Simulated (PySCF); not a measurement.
**A small calculation by hand: chemical shift, span and skew from a shielding tensor**

C4H2N2, SMILES C#C/C=N/C#N. Atoms are numbered in the order given.

```xyz
8

C     -0.1344    -2.9693     0.0000
C      0.0918    -1.7775     0.0000
C      0.4340    -0.3987     0.0000
N     -0.4662     0.5172     0.0000
C     -0.1236     1.8001     0.0000
N      0.0712     2.9481     0.0000
H     -0.3536    -4.0226     0.0000
H      1.5123    -0.1626     0.0000
```

Geometry optimised at PBE0-D3(BJ)/def2-SVP. The structure was generated by enumeration; whether it is a known compound was not checked.

GIAO shieldings from PySCF with PBE/pcSseg-1, non-relativistic, no solvent. The symmetric part of the tensor of N6 has the principal values -187.3, -97.2, 61.1 ppm. The same nucleus in NH3 has σ = 267.0 ppm at this level (PySCF, at its B3LYP-D3(BJ)/def2-TZVP geometry).

Work out the isotropic shielding, the ¹⁵N shift against NH3, the span and the skew.


σ(iso) = (σ11 + σ22 + σ33)/3 = -74.5 ppm. δ = σ(ref) − σ(iso) = 267.0 − (-74.5) = 341.5 ppm.
Span Ω = σ33 − σ11 = 248.4 ppm. Skew κ = 3(σ(iso) − σ22)/Ω = 0.27. Tumbling in solution averages the tensor to δ; in a static solid the shielding alone would spread this spin-1/2 line over Ω.
